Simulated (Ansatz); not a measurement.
Tuning the range parameter of LC-ωPBE so that −HOMO meets the ionisation energy; basis def2-TZVP, Ansatz. System: Si2Au2 (the lowest singlet isomer of a short search). Total charge 0; singlet. Geometry: r2SCAN-D4/def2-SVP. The ionised state is a doublet.

Geometry of the singlet:

```xyz
4

Au    1.170    1.223   -0.537
Au   -1.053   -1.109   -0.902
Si   -0.914    0.759    0.715
Si    0.797   -0.873    0.724
```

In the def2 sets Au takes a core potential; there is no spin–orbit coupling. The structure comes from a short search, and lower isomers may exist.

```json
{"ω (1/bohr)": "0.1", "HOMO (eV)": "-5.87", "LUMO (eV)": "-1.99", "vertical IE (eV)": "6.98", "HOMO + IE (eV)": "1.10"}
{"ω (1/bohr)": "0.15", "HOMO (eV)": "-6.35", "LUMO (eV)": "-1.55", "vertical IE (eV)": "6.96", "HOMO + IE (eV)": "0.61"}
{"ω (1/bohr)": "0.2", "HOMO (eV)": "-6.70", "LUMO (eV)": "-1.25", "vertical IE (eV)": "6.94", "HOMO + IE (eV)": "0.24"}
```

**Question.** Estimate the row for 0.3 bohr⁻¹.

**Answer.** 
| ω (1/bohr) | HOMO (eV) | LUMO (eV) | vertical IE (eV) | HOMO + IE (eV) |
| --- | --- | --- | --- | --- |
| 0.3 | -7.16 | -0.87 | 6.90 | -0.26 |

**Question.** Where does the tuning condition hold?

**Answer.** Near ω = 0.25 bohr⁻¹, by linear interpolation.
